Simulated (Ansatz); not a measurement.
B(NH3)F3 (BNF₃H₃): single points at one geometry.

```yaml
crystal:
  periodic: [false, false, false]
  atoms:
    - {symbol: B, position_ang: [-0.002315, 0.003052, -0.856416]}
    - {symbol: N, position_ang: [0.002256, -0.002949, 0.831197]}
    - {symbol: H, position_ang: [-0.953866, 0.034391, 1.190382]}
    - {symbol: H, position_ang: [0.515189, 0.805315, 1.189231]}
    - {symbol: H, position_ang: [0.448282, -0.852384, 1.183476]}
    - {symbol: F, position_ang: [1.326569, -0.027539, -1.183013]}
    - {symbol: F, position_ang: [-0.640565, 1.171662, -1.173419]}
    - {symbol: F, position_ang: [-0.695560, -1.131537, -1.181429]}
basis:
  gaussian: {orbitals: def2-TZVP, initial_orbitals: start.molden}
hamiltonian: {xc: {name: LC-wPBE}}
scf: {omitted_lower_state_checks: [starts]}
output: {orbitals: {seedname: orbitals}}
```

The file start.molden holds the orbitals of an earlier run on this structure, at another level or in another basis.

```sh
$ ansatz run in.yaml --threads 4 --pin off --events-out ev --progress --plain --max-ram 3916MiB
```

Shortened log:

```
Functional definition: LC-wPBE
924 factors; their error is unknown
294 factors; integrals over basis functions are off by at most 1.1e-5 eV
mean field evaluation 1: about -10370.5518 eV, gradient 1.0e1 eV
mean field evaluation 2: about -10370.6443 eV, gradient 9.7e-2 eV
mean field evaluation 4: about -10370.6248 eV, gradient 1.6e-4 eV
mean field -10370.62482711 eV, -381.1134329342 hartree, gradient 2.3e-5 eV, S^2 0.000000; 0 other end points of the search recorded, 0 dependent functions left out
reference -10370.62482711 eV, -381.1134329345 hartree; 21, 21 occupied and 152, 152 virtual orbitals, 924 factors
Total energy: -10370.62482711 eV, -381.1134329345 hartree
Checks for a lower state left out: starts
```

Hardware: 4 threads of Arm Neoverse V1 on a shared host. Wall time 1.4 s.

The first input with `gaussian: {orbitals: def2-TZVPP, initial_orbitals: start.molden}`, `correlation: {method: ccsd_t}` and without the key `hamiltonian` (abridged; 81 s):

```
Functional definition: HF
mean field -10329.19150580 eV, -379.5907864606 hartree, gradient 4.1e-6 eV, S^2 0.000000
5 core orbitals not correlated: weight in the atoms' cores, before any rotation towards them, 1.000 or more for the frozen orbitals, at most 0.000 for the correlated occupied ones
second order -29.35094739 eV of doubles, -0.00000000 eV of singles
cycle   1  -29.09214827 eV  change    2.6e-1 eV  update   9.5e-2
cycle   2  -29.60869832 eV  change   -5.2e-1 eV  update   2.5e-2
cycle   3  -29.72577900 eV  change   -1.2e-1 eV  update   1.2e-2
cycle   4  -29.71084473 eV  change    1.5e-2 eV  update   2.2e-3
cycle   5  -29.70964577 eV  change    1.2e-3 eV  update   9.6e-4
cycle   6  -29.71046551 eV  change   -8.2e-4 eV  update   2.8e-4
cycle   7  -29.71048114 eV  change   -1.6e-5 eV  update   1.0e-4
cycle   8  -29.71040756 eV  change    7.4e-5 eV  update   3.4e-5
cycle   9  -29.71039211 eV  change    1.5e-5 eV  update   1.1e-5
perturbative correction -0.87891118 eV, -0.0322993900 hartree
Total energy: -10359.78080908 eV, -380.7149226221 hartree
Checks for a lower state left out: starts
```

As the first input, with `gaussian: {orbitals: 6-31G}`, `hamiltonian: {xc: {name: B3LYP}, dispersion: d4}` (abridged; 0.55 s):

```
Functional definition: B3LYP
mean field -10369.15560817 eV, -381.0594401342 hartree, gradient 2.8e-6 eV, S^2 0.000000
Total energy: -10369.32592162 eV, -381.0656990379 hartree
Checks for a lower state left out: starts
```

First input, but with `gaussian: {orbitals: STO-3G}`, `hamiltonian: {xc: hf}` (abridged; 0.1 s):

```
Functional definition: HF
mean field -10180.75283176 eV, -374.1357658051 hartree, gradient 1.5e-5 eV, S^2 0.000000
Total energy: -10180.75283176 eV, -374.1357658051 hartree
Checks for a lower state left out: starts
```

The first input with `hamiltonian: {xc: pbe}`, `correlation: {method: rpa}` and without the key `output` (abridged; 2.7 s):

```
Functional definition: PBE
mean field -10365.56570571 eV, -380.9275136521 hartree, gradient 2.0e-6 eV, S^2 0.000000
5 core orbitals not correlated: weight in the atoms' cores, before any rotation towards them, 1.000 or more for the frozen orbitals, at most 0.000 for the correlated occupied ones
Total energy: -10371.60503705 eV, -381.1494549851 hartree
Checks for a lower state left out: starts
```

First input, but with `gaussian: {orbitals: 6-31G}`, `hamiltonian: {xc: hf}` (abridged; 0.15 s):

```
Functional definition: HF
mean field -10321.51010121 eV, -379.3085000485 hartree, gradient 8.8e-6 eV, S^2 0.000000
Total energy: -10321.51010121 eV, -379.3085000485 hartree
Checks for a lower state left out: starts
```

First input, but with `gaussian: {orbitals: def2-SVP, initial_orbitals: start.molden}`, `hamiltonian: {xc: pbe0, dispersion: d4}` (abridged; 0.65 s):

```
Functional definition: PBE0
mean field -10353.39476053 eV, -380.4802396665 hartree, gradient 1.1e-5 eV, S^2 0.000000
Total energy: -10353.48182579 eV, -380.4834392558 hartree
Checks for a lower state left out: starts
```

Geometry: r2SCAN-D4/def2-SVP.

LC-ωPBE has ω = 0.4 bohr⁻¹. B3LYP takes the VWN-RPA correlation. Correlated methods freeze 5 core orbitals.
